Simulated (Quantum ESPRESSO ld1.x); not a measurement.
Problem. These are the eigenvalues of the occupied orbitals of an atom or ion with whole-number occupations (eV). Method: scalar-relativistic Kohn-Sham, LDA (Slater exchange, Perdew-Zunger correlation), spin-polarised, spherical densities, point nucleus; computed with ld1.x of Quantum ESPRESSO 7.5.

| orbital | eigenvalue |
|---|---|
| 1s up | -45066.1 |
| 1s down | -45065.9 |
| 2s up | -7400.77 |
| 2s down | -7400.62 |
| 2p up | -6621.23 |
| 2p down | -6621.05 |
| 3s up | -1682.76 |
| 3s down | -1681.45 |
| 3p up | -1437.98 |
| 3p down | -1436.67 |
| 3d up | -1101.49 |
| 3d down | -1100.44 |
| 4s up | -403.620 |
| 4s down | -400.640 |
| 4p up | -322.798 |
| 4p down | -319.816 |
| 4d up | -208.455 |
| 4d down | -205.439 |
| 5s up | -116.369 |
| 5s down | -113.227 |
| 5p up | -93.6315 |
| 5p down | -90.7332 |
| 4f up | -84.7014 |

Which element is it, and in what charge state? The configuration may be excited. Open shells, if any, are filled with parallel spins first.

Solution. Z = 61, promethium, charge +6: Pm6+ in [Kr] 4d10 4f3 5s2 5p4. The list shows which subshells hold electrons but not how many an open one holds; the 1s level, -1656.1 hartree, gives Z - s = 57.6 by -(Z - s)^2/2, which with screening and relativity narrows Z to a few neighbours, and the depths of the outer levels then fix element, charge and occupations together.
